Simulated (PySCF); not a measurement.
C3H9Hf, SMILES [Hf]([CH3])([CH3])[CH3] (connectivity only; charge and spin as stated), neutral, multiplicity 2.

The structure is a stationary point at PBE0-D3(BJ)/def2-SVP. The spin state was assumed, not searched. The def2 effective core potentials stand for the cores of Hf; spin–orbit coupling is left out.

Two levels are set side by side: PBE/def2-TZVP (PySCF) and r2SCAN/def2-TZVP (PySCF). Same geometry, gas phase. Differences are taken from unrounded values.

```tsv
quantity	r2SCAN
α-spin orbital gap (eV)	2.52
β-spin orbital gap (eV)	4.45
dipole moment (D)	0.38
mean polarisability (bohr³)	96.0
```

Q: What does PBE give, and how far is it from r2SCAN? (The exact figures need the calculation; the answer reports its results.)

A: 
```json
[
 {"quantity": "α-spin orbital gap (eV)", "PBE": "1.90", "PBE minus r2SCAN": "-0.61"},
 {"quantity": "β-spin orbital gap (eV)", "PBE": "3.77", "PBE minus r2SCAN": "-0.68"},
 {"quantity": "dipole moment (D)", "PBE": "0.31", "PBE minus r2SCAN": "-0.07"},
 {"quantity": "mean polarisability (bohr³)", "PBE": "99.1", "PBE minus r2SCAN": "3.1"}
]
```

Rough cost on one machine, each run with all the roots and properties that it gave: r2SCAN against PBE about 3 times.
